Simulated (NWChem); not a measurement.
CdH₂Se; SMILES [SeH][CdH]

This build's default masses of Se (78.918 u) and Br (79.917 u) are each other's, which moves their modes by up to 0.6 %. def2 effective core potentials on Cd; no spin-orbit coupling.

**Question.** Give the equilibrium geometry at PBE0/def2-SVP with def2 effective core potentials on Cd (NWChem) as an XYZ file, with the point group.

**Answer.** point group Cs; any orientation.
```
4

Cd     0.4282    -0.7283     0.0000
H      0.6885    -2.3776     0.0000
Se     0.0689     1.7144     0.0000
H     -1.3927     1.5363     0.0000
```
